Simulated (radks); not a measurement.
Charge is removed step by step from the 4d down level of the xenon ion Xe2+, starting from [Kr] 4d(up 5, down 5) 5s2 5p4. Calculated with a radial shooting solver on a logarithmic mesh with Libxc functionals: scalar-relativistic Kohn-Sham, SCAN, spin-polarised, spherical densities, finite nucleus; open shells are filled with parallel spins first (spin-orbit coupling, left out, can overturn this in heavy ions); meta-GGA in the generalised Kohn-Sham scheme; Fermi nuclear charge, rms radius 4.7859 fm.

removed (e)  E - E(0) (eV)  eigenvalue (eV)  E minus straight line (eV)
0                    0.000          -81.644                       0.000
0.125               10.347          -83.944                      -1.024
0.25                20.983          -86.264                      -1.759
0.375               31.900          -88.604                      -2.213
0.5                 43.111          -90.963                      -2.373
0.625               54.623          -93.339                      -2.231
0.75                66.443          -95.735                      -1.783
0.875               78.567          -98.147                      -1.030
1                   90.967          -100.58                       0.000

Removing the whole electron costs 90.967 eV by Delta-SCF, against 81.644 eV from minus the eigenvalue at the starting occupation. Slater's transition state (half an electron removed) gives 90.963 eV. Integrating minus the eigenvalue over the occupation (Janak's theorem) gives 91.012 eV. In this scalar-relativistic scheme the density is built from large components alone, so the theorem holds only approximately. The mean slope of the eigenvalue, de/dn, is 18.9 eV per electron.
